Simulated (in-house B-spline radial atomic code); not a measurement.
Configurations of neutral titanium, with energies counted from [Ar] (3d3/2)2 4s2. Level of theory: Dirac-Hartree-Fock, average of each configuration as written, Fermi nucleus of rms radius 3.5921 fm; calculated with a B-spline radial code for spherical atoms. Energies include first-order Breit, QED and recoil terms.

Occupations are held fixed; configurations that lie above the ionisation limit could autoionise.

```
                      configuration  E - E(ref) (eV)  highest orbital  its <r> (bohr)
         [Ar] (3d5/2)1 4s2 (4p3/2)1           3.7535            4p3/2            4.24
[Ar] (3d3/2)1 (3d5/2)1 4s1 (4f7/2)1            5.192            4f7/2           17.95
         [Ar] (3d5/2)2 4s1 (8p1/2)1           5.5954            8p1/2           54.16
         [Ar] (3d5/2)2 4s1 (7f7/2)1           5.6884            7f7/2           67.36
         [Ar] (3d5/2)1 4s2 (4f7/2)1           7.6511            4f7/2           17.93
         [Ar] (3d5/2)1 4s2 (5f7/2)1           7.9575            5f7/2           31.38
         [Ar] (3d3/2)1 4s2 (8p1/2)1           8.0773            8p1/2           52.21
```

Order these further configurations by energy, lowest first.
A. [Ne] 3s2 (3p1/2)2 (3p3/2)3 (3d3/2)2 4s2 (5f5/2)1
B. [Ar] (3d5/2)2 4s2
C. [Ar] (3d3/2)1 4s2 (5g9/2)1
D. [Ar] (3d3/2)1 (3d5/2)1 4s2
E. [Ar] (3d3/2)1 4s2 (6f7/2)1

B (0.13121 eV), D (0.2066 eV), C (7.9181 eV), E (8.0836 eV), A (43.441 eV).

How far above the reference does [Ar] (3d3/2)3 4s1 lie?

1.5484 eV; its least bound orbital is 4s1/2 with <r> = 4.108 bohr.

How far above the reference does [Ar] (3d3/2)2 4s1 (7p3/2)1 lie?

5.2981 eV; its least bound orbital is 7p3/2 with <r> = 37.5 bohr.
